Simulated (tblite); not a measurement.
Compound: C₇H₁₃FSe.
SMILES with atom numbers: `[CH3:1][CH2:2][C@@H:3]([F:4])[C@@H:5]1[CH2:6][CH2:7][Se:8][CH2:9]1` (hydrogens: H10, H11, H12 on C1; H13, H14 on C2; H15 on C3; H16 on C5; H17, H18 on C6; H19, H20 on C7; H21, H22 on C9)

Computed with GFN2-xTB (tblite), gas phase: L-BFGS steps from a force-field or distance-geometry start until the largest atomic force falls under 0.01 eV/Å.

Step 4: E = -803.7450 eV
```
atom  x, y, z in Å  |  force x, y, z in eV/Å
C1      3.2081   -0.3632   -0.5506   -0.009   0.009   0.008
C2      1.7370   -0.6910   -0.7680   -0.062  -0.049   0.009
C3      0.8090    0.3611   -0.1633   -0.029   0.003   0.002
F4      1.1023    1.5899   -0.7316   -0.023  -0.005  -0.040
C5     -0.6819    0.0705   -0.3863    0.003  -0.045  -0.027
C6     -1.5739    1.2037    0.1276    0.039   0.007   0.024
C7     -3.0204    0.7598    0.0508   -0.059  -0.044   0.009
Se8    -3.0640   -1.1552    0.5433    0.044   0.048  -0.024
C9     -1.0986   -1.2115    0.3210   -0.071  -0.058   0.041
H10     3.4217   -0.2724    0.5109    0.031   0.021   0.036
H11     3.4685    0.5692   -1.0412    0.005   0.058   0.004
H12     3.8254   -1.1570   -0.9606    0.041  -0.006  -0.020
H13     1.5324   -0.7694   -1.8363   -0.013   0.026  -0.045
H14     1.5191   -1.6538   -0.3073   -0.085  -0.028   0.026
H15     1.0126    0.4813    0.9097    0.007   0.012   0.011
H16    -0.8582   -0.0452   -1.4602    0.016   0.027  -0.046
H17    -1.4411    2.1032   -0.4744    0.095   0.030   0.043
H18    -1.3145    1.4351    1.1618    0.066  -0.019   0.032
H19    -3.4163    0.8424   -0.9612   -0.039   0.020  -0.015
H20    -3.6535    1.3106    0.7441   -0.066   0.010  -0.059
H21    -0.6713   -1.2852    1.3225    0.076   0.007  -0.023
H22    -0.8528   -2.1034   -0.2530    0.036  -0.024   0.054
```

Step 5: E = -803.7471 eV
```
atom  x, y, z in Å  |  force x, y, z in eV/Å
C1      3.2062   -0.3634   -0.5510    0.037   0.023   0.024
C2      1.7349   -0.6915   -0.7679   -0.005  -0.072   0.018
C3      0.8080    0.3588   -0.1636   -0.041   0.044   0.006
F4      1.1009    1.5871   -0.7313   -0.017   0.035  -0.071
C5     -0.6822    0.0691   -0.3868   -0.006  -0.028  -0.032
C6     -1.5729    1.2026    0.1280    0.023   0.043   0.038
C7     -3.0205    0.7592    0.0505   -0.074   0.009   0.003
Se8    -3.0629   -1.1537    0.5425    0.016   0.019  -0.008
C9     -1.1002   -1.2113    0.3212   -0.016  -0.087   0.051
H10     3.4231   -0.2715    0.5104    0.011   0.011   0.030
H11     3.4689    0.5700   -1.0399   -0.017   0.040   0.000
H12     3.8268   -1.1558   -0.9605    0.015  -0.001  -0.019
H13     1.5323   -0.7681   -1.8358   -0.026   0.014  -0.070
H14     1.5155   -1.6535   -0.3066   -0.072  -0.038   0.017
H15     1.0128    0.4827    0.9075    0.006  -0.007   0.055
H16    -0.8572   -0.0440   -1.4614    0.008   0.016  -0.038
H17    -1.4374    2.1036   -0.4718    0.081   0.014   0.038
H18    -1.3117    1.4348    1.1627    0.047  -0.038   0.011
H19    -3.4185    0.8431   -0.9615   -0.012   0.015  -0.001
H20    -3.6571    1.3110    0.7419   -0.027  -0.008  -0.065
H21    -0.6680   -1.2856    1.3214    0.050   0.020  -0.025
H22    -0.8512   -2.1044   -0.2500    0.020  -0.024   0.039
```

Step 6: E = -803.7491 eV
```
atom  x, y, z in Å  |  force x, y, z in eV/Å
C1      3.2051   -0.3634   -0.5509    0.054   0.022   0.029
C2      1.7328   -0.6929   -0.7677    0.041  -0.054   0.013
C3      0.8065    0.3572   -0.1639   -0.024   0.058   0.005
F4      1.0991    1.5850   -0.7324   -0.015   0.049  -0.084
C5     -0.6829    0.0671   -0.3876   -0.018  -0.002  -0.020
C6     -1.5717    1.2020    0.1290   -0.005   0.045   0.034
C7     -3.0215    0.7588    0.0502   -0.042   0.061  -0.010
Se8    -3.0616   -1.1519    0.5415   -0.019  -0.016   0.011
C9     -1.1020   -1.2125    0.3222    0.046  -0.066   0.029
H10     3.4248   -0.2703    0.5104   -0.008   0.001   0.017
H11     3.4688    0.5716   -1.0385   -0.041   0.012   0.002
H12     3.8284   -1.1545   -0.9607   -0.010   0.012  -0.013
H13     1.5317   -0.7665   -1.8365   -0.027  -0.001  -0.054
H14     1.5103   -1.6541   -0.3056   -0.049  -0.036   0.001
H15     1.0131    0.4840    0.9062   -0.002  -0.019   0.068
H16    -0.8560   -0.0424   -1.4634   -0.002   0.001  -0.017
H17    -1.4320    2.1044   -0.4685    0.061  -0.001   0.034
H18    -1.3079    1.4337    1.1638    0.023  -0.056  -0.004
H19    -3.4209    0.8441   -0.9619    0.016   0.008   0.005
H20    -3.6615    1.3114    0.7384   -0.003  -0.014  -0.051
H21    -0.6636   -1.2856    1.3199    0.024   0.029  -0.011
H22    -0.8493   -2.1059   -0.2464    0.003  -0.034   0.018
```

Question: Estimate the geometry and energy of step 7. (The exact step hangs on the optimiser's Hessian estimate; all steps are aligned on step 6, rigid shifts and turns removed.)

Answer: E = -803.7505 eV, largest force 0.083 eV/Å
```
atom  x, y, z in Å  |  force x, y, z in eV/Å
C1      3.2050   -0.3631   -0.5504    0.034   0.010   0.022
C2      1.7318   -0.6946   -0.7675    0.046  -0.014   0.005
C3      0.8052    0.3569   -0.1640    0.004   0.044  -0.001
F4      1.0975    1.5842   -0.7348   -0.017   0.036  -0.073
C5     -0.6838    0.0657   -0.3884   -0.015   0.017  -0.004
C6     -1.5712    1.2020    0.1301   -0.018   0.022   0.016
C7     -3.0225    0.7595    0.0497    0.002   0.071  -0.018
Se8    -3.0610   -1.1508    0.5410   -0.034  -0.031   0.022
C9     -1.1026   -1.2143    0.3232    0.072  -0.022  -0.002
H10     3.4259   -0.2694    0.5108   -0.017  -0.007   0.011
H11     3.4680    0.5730   -1.0374   -0.053  -0.006   0.004
H12     3.8295   -1.1533   -0.9612   -0.018   0.020  -0.008
H13     1.5308   -0.7654   -1.8378   -0.018  -0.012  -0.013
H14     1.5056   -1.6553   -0.3048   -0.023  -0.019  -0.018
H15     1.0132    0.4847    0.9064   -0.011  -0.018   0.045
H16    -0.8552   -0.0413   -1.4652   -0.010  -0.010   0.004
H17    -1.4269    2.1051   -0.4654    0.042  -0.007   0.029
H18    -1.3046    1.4319    1.1648    0.003  -0.063  -0.004
H19    -3.4225    0.8451   -0.9622    0.032   0.005  -0.003
H20    -3.6649    1.3116    0.7351    0.001  -0.005  -0.025
H21    -0.6599   -1.2850    1.3188    0.008   0.030   0.009
H22    -0.8478   -2.1079   -0.2434   -0.008  -0.042   0.002
```

The energy changes by -0.0014 eV. The first-order estimate −F·Δx gives -0.0020 eV and the mean of the old and new forces, exact on a quadratic surface, -0.0014 eV. The step makes an angle of 56° with the force vector and moves no atom by more than 0.006 Å.

The cost below is that of the whole relaxation. The run took 0.36 s of wall time on one thread of an Intel Xeon at 2.60 GHz, shared host with 128 logical CPUs at a one-minute load of 7.3.
